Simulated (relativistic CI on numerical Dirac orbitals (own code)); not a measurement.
**Co⁴⁺ in a cubic cluster: 2p photoemission with charge transfer**

Computed with a charge-transfer multiplet model of a cubic metal-ligand cluster with up to one ligand hole, Slater and spin-orbit integrals from Dirac-Coulomb-Breit ions, Slater integrals scaled by 0.9. The ground state mixes d5 with configurations of k ligand holes L, whose averages lie at kΔ + k(k − 1)U_dd/2; a core hole lowers each added d electron by U_cd. 20 K, Lorentzian 0.6 eV and Gaussian 0.8 eV FWHM.

Atomic integrals in eV (Slater integrals scaled, ζ unscaled), ground: F2dd 12.224, F4dd 7.677, zeta_d 0.080; with the core hole: F2dd 13.690, F4dd 8.636, zeta_d 0.112, zeta_core 9.655, F2cd 8.309, G1cd 6.493, G3cd 3.697.

Cluster parameters (eV): Δ = 2, U_dd = 7.9, U_cd = 9.9, 10Dq(ligand) = 0.7, V(eg) = 2.3, V(t2g) = -1.2, final-state hopping factor = 0.9.

```csv
Case,n_d,d5,d6L,S
10Dq = 1.15 eV,5.22,0.78,0.22,2.50
10Dq = 1.75 eV,5.21,0.79,0.21,2.50
10Dq = 2.05 eV,5.21,0.79,0.21,2.50
```

Weights, n_d and S are thermal averages at 20 K. Binding energies count from the first peak over 30 % of the highest in each spectrum, which can be another peak from case to case. The parameters are a model scan and need not match a compound or its usual spin state. Peaks in eV (height, largest 100):
- 10Dq = 1.15 eV: 0.0 (100), 2.1 (85), 5.2 (26), 8.2 (59), 9.9 (42), 11.1 (28), 16.9 (50), 18.6 (45), 25.5 (23), 27.3 (24)
- 10Dq = 1.75 eV: 0.0 (100), 2.1 (91), 5.1 (28), 8.3 (61), 9.9 (45), 17.0 (51), 18.7 (47), 25.5 (23), 27.4 (25)
- 10Dq = 2.05 eV: 0.0 (100), 1.9 (92), 8.2 (62), 9.9 (46), 16.9 (51), 18.6 (48), 25.5 (24), 27.3 (25)

For the case 10Dq = 1.15 eV, Δ = 2 eV is smaller than U_dd = 7.9 eV, the charge-transfer side of the Zaanen-Sawatzky-Allen scheme. With the core hole the average of the configuration with one ligand hole lies at Δ − U_cd = -7.9 eV before mixing: it lies below the unscreened one, so the lowest final states are mostly screened and the unscreened weight appears at higher binding energy as a satellite.

With at most 1 ligand hole the space is cut while the next configuration still counts, so covalency is underestimated, and a final configuration with one more ligand hole, which can lie low, is missing from the spectra.
